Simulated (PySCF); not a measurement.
An element was calculated at PBE (PySCF 2.14, spin-free X2C, a quadruple-zeta basis, no spin-orbit coupling), in the ground configurations that NIST lists.

- first ionisation energy: 5.413 eV
- second ionisation energy: 20.515 eV
- third ionisation energy: 30.320 eV

**Question.** Which element is it?

**Answer.** Thallium (Tl, Z = 81), in x2c-QZVPPall. NIST lists 6.108, 20.428, 29.852 eV for these ionisation energies.
